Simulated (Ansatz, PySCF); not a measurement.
(1-methylcyclopropyl)methanol (C5H10O), SMILES CC1(CC1)CO. Atoms are numbered in the order given.

```xyz
16

C     -0.8343     1.1722    -1.2859
C     -0.2827     0.2181    -0.2470
C      1.2325     0.2337    -0.1733
O      1.6838    -0.6737     0.8100
C     -0.9939    -1.0894    -0.0103
C     -1.0557     0.0069     1.0293
H     -0.4673     0.9204    -2.2959
H     -0.5394     2.2136    -1.0700
H     -1.9339     1.1358    -1.3122
H      1.6370    -0.0243    -1.1751
H      1.5638     1.2696     0.0525
H      2.6469    -0.6435     0.8364
H     -0.3787    -1.9609     0.2245
H     -1.8895    -1.2977    -0.6033
H     -1.9941     0.5554     1.1543
H     -0.4811    -0.1462     1.9455
```
Charge 0, spin multiplicity 1.

Geometry: B3LYP-D3(BJ)/def2-SVP. One conformer was computed; it need not be the lowest.

Two levels are set side by side: PBE-D3(BJ)/def2-SVP (Ansatz, an electronic-structure program) and B3LYP-D3(BJ)/def2-SVP (Ansatz). Each level has its own optimised geometry; the coordinates shown are those of the second. Frequencies come from the Hessian of PySCF at each geometry. Differences are taken from unrounded values.

```csv
quantity,B3LYP-D3(BJ)
mean bond length (Å),1.240
bond C1–C2 (Å),1.514
bond C2–C3 (Å),1.517
bond C2–C5 (Å),1.507
bond C2–C6 (Å),1.507
bond C3–O4 (Å),1.412
bond C5–C6 (Å),1.512
bond C1–H7 (Å),1.104
bond C1–H8 (Å),1.104
bond C1–H9 (Å),1.101
bond C3–H10 (Å),1.111
bond C3–H11 (Å),1.111
bond O4–H12 (Å),0.964
bond C5–H13 (Å),1.092
bond C5–H14 (Å),1.094
bond C6–H15 (Å),1.094
bond C6–H16 (Å),1.092
highest harmonic wavenumber (cm⁻¹),3847
mean harmonic wavenumber (cm⁻¹),1481
zero-point energy (kcal/mol),88.93
```

**Question.** What does PBE-D3(BJ) give, and how far is it from B3LYP-D3(BJ)? (An estimate is asked for; the answer gives what the named calculation found.)

**Answer.** 
```tsv
quantity	PBE-D3(BJ)	PBE-D3(BJ) minus B3LYP-D3(BJ)
mean bond length (Å)	1.246	0.007
bond C1–C2 (Å)	1.516	0.001
bond C2–C3 (Å)	1.520	0.003
bond C2–C5 (Å)	1.512	0.005
bond C2–C6 (Å)	1.512	0.005
bond C3–O4 (Å)	1.417	0.004
bond C5–C6 (Å)	1.515	0.003
bond C1–H7 (Å)	1.111	0.008
bond C1–H8 (Å)	1.111	0.008
bond C1–H9 (Å)	1.108	0.008
bond C3–H10 (Å)	1.120	0.010
bond C3–H11 (Å)	1.120	0.010
bond O4–H12 (Å)	0.972	0.008
bond C5–H13 (Å)	1.100	0.008
bond C5–H14 (Å)	1.102	0.008
bond C6–H15 (Å)	1.102	0.008
bond C6–H16 (Å)	1.100	0.008
highest harmonic wavenumber (cm⁻¹)	3741	-106
mean harmonic wavenumber (cm⁻¹)	1441	-40
zero-point energy (kcal/mol)	86.54	-2.39
```

GGA bonds tend to be longer and softer than those of functionals with exact exchange. Differences between two approximate levels are no errors against the true value.
